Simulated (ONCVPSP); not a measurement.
Building the ONCV potential for chlorine (Cl) (PBE, fully relativistic).

The input file (ONCVPSP 4.0.1):

```
# ATOM AND REFERENCE CONFIGURATION
# atsym  z   nc   nv     iexc    psfile
  Cl 17.00    3    2        4      upf
#
#   n    l    f
    1    0    2.00
    2    0    2.00
    2    1    6.00
    3    0    2.00
    3    1    5.00
#
# PSEUDOPOTENTIAL AND OPTIMIZATION
# lmax
    1
#
#   l,   rc,      ep,       ncon, nbas, qcut
    0    1.40    0.00    3    6    6.10
    1    1.10    0.00    3    8    6.10
#
# LOCAL POTENTIAL
# lloc, lpopt,  rc(5),   dvloc0
    4    5    0.85   -1.00
#
# VANDERBILT-KLEINMAN-BYLANDER PROJECTORs
# l, nproj, debl
    0    1    3.40
    1    2    0.40
#
# MODEL CORE CHARGE
# icmod, fcfact, rcfact
    3    3.25    1.10
#
# LOG DERIVATIVE ANALYSIS
# epsh1, epsh2, depsh
   -2.00    5.00    0.02
#
# OUTPUT GRID
# rlmax, drl
    6.00    0.01
#
# TEST CONFIGURATIONS
# ncnf
    4
# nvcnf
#   n    l    f
    2
    3    0    2.00
    3    1    4.00
#
    2
    3    0    2.00
    3    1    3.00
#
    2
    3    0    2.00
    3    1    2.00
#
    2
    3    0    2.00
    3    1    4.50
#
```

Command:

```bash
oncvpspr.x < Cl.dat > Cl.out
```

The program printed (shortened: citation, most of the input echo, consistency checks and plot data are left out):

```
ONCVPSP  (Optimized Norm-Conservinng Vanderbilt PSeudopotential)
relativistic version 4.0.1

#   n    l    f        energy (Ha)
    1    0    2.00    -1.0109793D+02
    2    0    2.00    -9.2852111D+00
    2    1    6.00    -7.0201865D+00    -7.0825478D+00
    3    0    2.00    -7.6036634D-01
    3    1    5.00    -3.1433123D-01    -3.1888153D-01

Reference configufation results
  iterations    23
  all-electron total energy (Ha)   -4.61434799D+02

Begin loop to  construct optimized pseudo wave functions
and semi-local pseudopoentials for all angular momenta

Calculating optimized projector #   1

 for l=   0

    Fraction of norm inside rc  0.460602
    Optimizing pswf for qcut=   6.11 a_B^-1,  ecut=  18.69 Ha
    Residual kinetic energy error=  1.02D-04 Ha

    Energy error per electron        Cutoff
         Ha          eV             Ha
         0.01000     0.27211       11.13
         0.00100     0.02721       15.23
         0.00010     0.00272       19.49
         0.00001     0.00027       48.24

   Wellstate for l =  1  n =  4 kap= -2
     eigenvalue =   0.0857
     asymptotic potential =   0.5857
     half-point radius = 13.8158

Calculating optimized projector #   1

 for l=   1

    Fraction of norm inside rc  0.154968
    Optimizing pswf for qcut=   6.10 a_B^-1,  ecut=  18.61 Ha
    Residual kinetic energy error=  1.57D-04 Ha

    Energy error per electron        Cutoff
         Ha          eV             Ha
         0.01000     0.27211        5.21
         0.00100     0.02721        8.09
         0.00010     0.00272       32.32
         0.00001     0.00027      209.06

Calculating optimized projector #   2

 for l=   1

    Fraction of norm inside rc  0.015274
    Optimizing pswf for qcut=   6.10 a_B^-1,  ecut=  18.61 Ha
    Residual kinetic energy error=  7.63D-05 Ha

    Energy error per electron        Cutoff
         Ha          eV             Ha
         0.01000     0.27211        3.25
         0.00100     0.02721        5.57
         0.00010     0.00272       13.79
         0.00001     0.00027       88.94

   Wellstate for l =  1  n =  4 kap=  1
     eigenvalue =   0.0811

Calculating optimized projector #   1

 for l=   1

    Fraction of norm inside rc  0.157757
    Optimizing pswf for qcut=   6.10 a_B^-1,  ecut=  18.61 Ha
    Residual kinetic energy error=  1.50D-04 Ha

    Energy error per electron        Cutoff
         Ha          eV             Ha
         0.01000     0.27211        5.27
         0.00100     0.02721        8.36
         0.00010     0.00272       29.21
         0.00001     0.00027      196.87

Calculating optimized projector #   2

 for l=   1

    Fraction of norm inside rc  0.015329
    Optimizing pswf for qcut=   6.10 a_B^-1,  ecut=  18.61 Ha
    Residual kinetic energy error=  7.28D-05 Ha

    Energy error per electron        Cutoff
         Ha          eV             Ha
         0.01000     0.27211        3.28
         0.00100     0.02721        5.62
         0.00010     0.00272       13.55
         0.00001     0.00027       90.87

Construct Vanderbilt / Kleinmman-Bylander projectors

B matrix Hermiticity error, ll=  1  kap= -2
   1   2    7.5086D-06

  Orthonormal projector coefficients  7.4292E+01  5.3446E+00

B matrix Hermiticity error, ll=  1  kap=  1
   1   2    7.6359D-06

  Orthonormal projector coefficients  6.7961E+01  5.3529E+00

 Orthonormal scalar projector coefficients, l =  1
  7.2172E+01  5.3479E+00  9.4683E-03  6.5758E-05

 Orthonormal spin-orbit projector coefficients, l =  1
  4.5385E+00 -3.1260E-01 -3.1785E-02  2.1316E-02

Model core correction analysis
  based on d2Exc/dn_idn_j

d2excae - all-electron derivatives

   -2.776173D-02   -2.274834D-02
   -2.274872D-02   -2.079909D-02

d2excps - pseudofunction derivatives with no core correction

   -3.712794D-02   -3.057957D-02
   -3.058064D-02   -2.788704D-02

rms 2nd derivative error    8.072052E-03

rmatch, rhocmatch    0.8246    3.0897

Teter function model core charge with specified parameters

d2excps - pseudofunction derivatives with core correction

   -3.649573D-02   -3.011729D-02
   -3.011853D-02   -2.755316D-02

rms 2nd derivative error    7.591373E-03

Pseudoatom total energy  -14.934046

Diagnostic tests using Vanderbilt-Kleinman-Bylander pseudopotentials
  relativistic with J = L +/- 1/2 projectors

   l  kap   rcore       rmatch      e in        delta e    norm test   slope test

   0  -1   1.4043791   1.4470191  -0.7603663   0.0000122   1.0000068   1.0001210

   1  -2   1.1055163   1.1390821  -0.3143312  -0.0000767   0.9998223   1.0001868
   1   1   1.1055163   1.1390821  -0.3188815  -0.0000389   0.9998565   1.0002246
   1  -2   1.1055163   1.1390821   0.0856688   0.0000883   0.9995523   0.9995523
   1   1   1.1055163   1.1390821   0.0852219   0.0001217   0.9995714   0.9995714

Diagnostic tests using Vanderbilt-Kleinman-Bylander pseudopotentials
  relativistic with scalar and spin-orbit non-local projectors

   l  kap   rcore       rmatch      e in        delta e    norm test   slope test

   0  -1   1.4043791   1.4470191  -0.7603663   0.0000122   1.0000068   1.0001210

   1  -2   1.1055163   1.1390821  -0.3143312  -0.0001142   0.9997690   1.0003227
   1   1   1.1055163   1.1390821  -0.3188815  -0.0000771   0.9998036   1.0003656
   1  -2   1.1055163   1.1390821   0.0856688  -0.0001262   0.9995466   0.9995466
   1   1   1.1055163   1.1390821   0.0852219  -0.0000933   0.9995663   0.9995663

Ghost test for J = L + 1/2

 Testing for bound ghosts
   n   l    E NL Schr. Eq   E Basis Diag.   E Cutoff

       0                       -1.754041     38.53  WARNING - GHOST(-)
   1   0       -0.760354       -0.756216     38.53

   2   1       -0.314408       -0.235912    245.44

 Testing for highly-localized positive-energy ghosts
       l    <radius>/rc     E Basis Diag.   E Cutoff

       1        0.783258      172.982887    245.44  WARNING - GHOST(+)

       1        0.911063      250.659068    245.44  WARNING - GHOST(+)

Ghost test for J = L - 1/2

 Testing for bound ghosts
   n   l    E NL Schr. Eq   E Basis Diag.   E Cutoff

       0                       -1.754041     38.53  WARNING - GHOST(-)
   1   0       -0.760354       -0.756216     38.53

   2   1       -0.318920       -0.241894    245.44

 Testing for highly-localized positive-energy ghosts
       l    <radius>/rc     E Basis Diag.   E Cutoff

       1        0.874603      171.680861    245.44  WARNING - GHOST(+)

       1        0.983460      249.476797    245.44  WARNING - GHOST(+)

Test configuration 0

   n   l kap    f        eae           eps        diff
   1   0  -1  2.0000 -101.09793166
   2   0  -1  2.0000   -9.28521107
   2   1  -2  4.0000   -7.02018653
   2   1   1  2.0000   -7.08254778
   3   0  -1  2.0000   -0.76036634   -0.76035419    1.22E-05
   3   1  -2  3.3333   -0.31433123   -0.31440790   -7.67E-05
   3   1   1  1.6667   -0.31888153   -0.31892044   -3.89E-05

    Total energies and differences
      AE_ref= -4.61434799E+02  AE_tst= -4.61434799E+02  dif=  0.00E+00
      PS_ref= -1.49340462E+01  PS_tst= -1.49340462E+01  dif= -5.33E-15
      PSP excitation error=  5.33E-15

Test configuration 1

   n   l kap    f        eae           eps        diff
   1   0  -1  2.0000 -101.57919562
   2   0  -1  2.0000   -9.75656913
   2   1  -2  4.0000   -7.49264030
   2   1   1  2.0000   -7.55506377
   3   0  -1  2.0000   -1.17936257   -1.17951555   -1.53E-04
   3   1  -2  2.6667   -0.71209156   -0.71229047   -1.99E-04
   3   1   1  1.3333   -0.71733327   -0.71748983   -1.57E-04

    Total energies and differences
      AE_ref= -4.61434799E+02  AE_tst= -4.60924885E+02  dif=  5.10E-01
      PS_ref= -1.49340462E+01  PS_tst= -1.44240094E+01  dif=  5.10E-01
      PSP excitation error= -1.23E-04

Test configuration 2

   n   l kap    f        eae           eps        diff
   1   0  -1  2.0000 -102.15209025
   2   0  -1  2.0000  -10.31005834
   2   1  -2  4.0000   -8.04819309
   2   1   1  2.0000   -8.11073814
   3   0  -1  2.0000   -1.65056198   -1.65066793   -1.06E-04
   3   1  -2  2.0000   -1.16232867   -1.16256689   -2.38E-04
   3   1   1  1.0000   -1.16831101   -1.16850049   -1.89E-04

    Total energies and differences
      AE_ref= -4.61434799E+02  AE_tst= -4.59989714E+02  dif=  1.45E+00
      PS_ref= -1.49340462E+01  PS_tst= -1.34886172E+01  dif=  1.45E+00
      PSP excitation error= -3.44E-04

Test configuration 3

   n   l kap    f        eae           eps        diff
   1   0  -1  2.0000 -102.80819041
   2   0  -1  2.0000  -10.93576192
   2   1  -2  4.0000   -8.67707174
   2   1   1  2.0000   -8.73980660
   3   0  -1  2.0000   -2.16359506   -2.16293531    6.60E-04
   3   1  -2  1.3333   -1.65555931   -1.65544009    1.19E-04
   3   1   1  0.6667   -1.66233286   -1.66215269    1.80E-04

    Total energies and differences
      AE_ref= -4.61434799E+02  AE_tst= -4.58581928E+02  dif=  2.85E+00
      PS_ref= -1.49340462E+01  PS_tst= -1.20807394E+01  dif=  2.85E+00
      PSP excitation error= -4.35E-04

Test configuration 4

   n   l kap    f        eae           eps        diff
   1   0  -1  2.0000 -101.32631558
   2   0  -1  2.0000   -9.50972400
   2   1  -2  4.0000   -7.24513617
   2   1   1  2.0000   -7.30752175
   3   0  -1  2.0000   -0.96242706   -0.96250066   -7.36E-05
   3   1  -2  3.0000   -0.50582771   -0.50596247   -1.35E-04
   3   1   1  1.5000   -0.51071761   -0.51081238   -9.48E-05

    Total energies and differences
      AE_ref= -4.61434799E+02  AE_tst= -4.61229636E+02  dif=  2.05E-01
      PS_ref= -1.49340462E+01  PS_tst= -1.47288368E+01  dif=  2.05E-01
      PSP excitation error= -4.58E-05
```

Note: ghosts flagged at negative energy: s at -47.7 eV; GHOST(+) flags only above 600 eV. A true bound ghost makes a file unfit for plane-wave use.

The run took about 3.4 s on one core of a shared server CPU.
